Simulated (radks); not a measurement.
Task: The mean radii <r> (bohr) of the occupied orbitals of an atom or ion are listed with their occupations. Method: non-relativistic Kohn-Sham, PBEsol, spin-polarised, spherical densities, point nucleus; computed with a radial shooting solver on a logarithmic mesh with Libxc functionals.

orbital  occ.      <r>
1s          2  0.03816
2s          2   0.1674
2p          6   0.1437
3s          2   0.4703
3p          6   0.4671
3d         10   0.4510
4s          2    1.213
4p          6    1.322

Name the element and its charge. Open shells, if any, are filled with parallel spins first.

Result: Z = 40, zirconium, charge +4: Zr4+ in [Kr]. The 1s radius gives Z: for a bare nucleus <r> = 1.5/Z, 0.0375 bohr for Z = 40, and screening makes it slightly larger (0.03816 here). The occupations add up to 36, and the charge is Z minus that.
